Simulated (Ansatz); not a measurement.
A made-up structure of SiH$_{3}$Se (charge +1), closed shell:

```xyz
5
angstrom
Si -0.1915 -0.6172 -0.0691
Se 0.9500 1.1333 -0.6157
H -1.1113 -0.6001 1.0806
H 2.2130 1.3950 -1.4008
H 0.3630 1.9066 0.4973
```

It is relaxed with PBE-D4/def2-SVP and then PBE0-D4/def2-TZVP (Ansatz 0.2.0). Atoms count as bonded within 1.22 times the sum of their covalent radii (H–H: 0.88 Å). The end point is not checked to be a true minimum.

Does its bonding change? (A judgement: the text doesn't fix the answer.)

Computed: No: no bond forms or breaks.

Where it ends: The first stage lowers the energy by 2.69 eV in 9 steps. It ends as SiH₃Se ([SiH][SeH2]), total charge +1:
```xyz
5
angstrom
Si 0.0557 -0.9820 -0.0395
Se 0.5044 1.3640 -0.7753
H -1.0124 -0.3302 0.8216
H 1.9405 1.2259 -1.0766
H 0.7349 1.9398 0.5621
```

Labels in which every atom is bracketed show which atoms are joined, not bond orders.

For scale, one of the runs: PBE0-D4/def2-TZVP relaxation, 103 basis functions, launched by `ansatz run in.yaml --threads 2 --pin off --events-out ev --progress --plain --max-ram 4352MiB`. Hardware: 2 CPU threads of an Arm Neoverse V1, shared host. Wall time about 12 s.
